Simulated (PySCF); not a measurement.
These are PBE-D3(BJ)/def2-TZVP (PySCF) values and carry that method's errors. Gas-phase values, no solvent. One relaxed conformer stands for a flexible species; it need not be the lowest. 

Reference species (SMILES): `[Cl][Ge]([Cl])([Cl])[Cl]` (neutral, multiplicity 1).

```
Item                      Result
----------------------  --------
S1 oscillator strength     0.000
LUMO                    -3.48 eV
HOMO                    -8.21 eV
HOMO–LUMO gap            4.73 eV
```

Changed species: `[OH][Ge]([OH])([OH])[OH]` (4 of 4 Cl replaced by OH; the reference has 0 of 4 Cl replaced by OH).

**Question.** Predict the effect on the S1 oscillator strength, LUMO, HOMO and HOMO–LUMO gap.

**Answer.** the S1 oscillator strength goes up by 0.014, to 0.014; the LUMO rises by 1.97 eV, to -1.51 eV; the HOMO goes up by 0.78 eV, to -7.43 eV; the HOMO–LUMO gap goes up by 1.19 eV, to 5.92 eV.
